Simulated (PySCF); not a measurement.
Species: C6H3FNO (doublet state).
Atom-mapped SMILES: `[CH2:1][C:2](=[O:3])[C@@:4]1([F:5])[CH:6]=[C:7]1[C:8]#[N:9]` (hydrogens: H10, H11 on C1; H12 on C6)

Geometry (GFN2-xTB, Å), atoms numbered from 1 in this order:
```
atom  x, y, z in Å
C1    -2.217    0.268    0.485
C2    -0.947    0.667    0.006
O3    -0.599    1.841   -0.131
C4     0.026   -0.417   -0.353
F5    -0.468   -1.699   -0.230
C6     1.115   -0.204   -1.345
C7     1.507   -0.234   -0.094
C8     2.447   -0.189    0.913
N9     3.210   -0.163    1.770
H10   -2.941    1.026    0.725
H11   -2.473   -0.769    0.605
H12    1.341   -0.125   -2.379
```

The hyperfine couplings belong to this conformer and change with its torsions.

Level of theory: UKS B3LYP, pcH-1 on C F H N O, non-relativistic, mean-field spin-orbit, GIAO (PySCF). The structure is a single GFN2-xTB conformer in the gas phase; no vibrational or solvent corrections. A GFN2-xTB geometry isn't a minimum of the functional, and hyperfine couplings can be far from their values at a DFT geometry. No stability test was run, so a lower SCF solution isn't excluded.

Q: Predict the first-order ENDOR lines of C1, C2, C7, C6, C4, H11, H10 and H12 under fast tumbling at B = 1205.9 mT (Q band).

A: For S = 1/2 in fast tumbling each set of equivalent nuclei gives two lines, ν± = |νn ± a/2| to first order, with νn = g_N μN B/h and μN/h = 7.62259 MHz/T.

| nuclei | isotope | g_N | νn (MHz) | a_iso (MHz) | lower line (MHz) | upper line (MHz) |
| --- | --- | --- | --- | --- | --- | --- |
| C1 | 13C | 1.4048 | 12.91 | 65.49 | 19.83 | 45.66 |
| C2 | 13C | 1.4048 | 12.91 | -43.28 | 8.73 | 34.56 |
| C7 | 13C | 1.4048 | 12.91 | -4.42 | 10.70 | 15.13 |
| C6 | 13C | 1.4048 | 12.91 | -3.50 | 11.16 | 14.66 |
| C4 | 13C | 1.4048 | 12.91 | -2.88 | 11.47 | 14.35 |
| H11 | 1H | 5.5857 | 51.34 | -52.88 | 24.90 | 77.79 |
| H10 | 1H | 5.5857 | 51.34 | -51.34 | 25.68 | 77.01 |
| H12 | 1H | 5.5857 | 51.34 | 0.54 | 51.07 | 51.61 |

The rows for 13C, of low natural abundance, apply to labelled samples.

Q: Which pairs are centred on the nuclear Larmor frequency, and which on half the coupling?

A: Centred on νn, since |a| < 2νn: C7, C6, C4, H11, H10 and H12. Centred on |a|/2 and split by 2νn: C1 and C2.

H10 and H11 aren't averaged: C1 is flat or nearly so (angle sum 360°), and its turn about the short C1–C2 bond (1.41 Å) is taken as slow.

The largest Mulliken spin populations are on C1 (+0.86), O3 (+0.34) and C2 (-0.13). The angles at C1 add up to 360.0°, so it is planar; its axial dipolar tensor and the negative couplings of its protons fit spin in a p orbital normal to that plane.
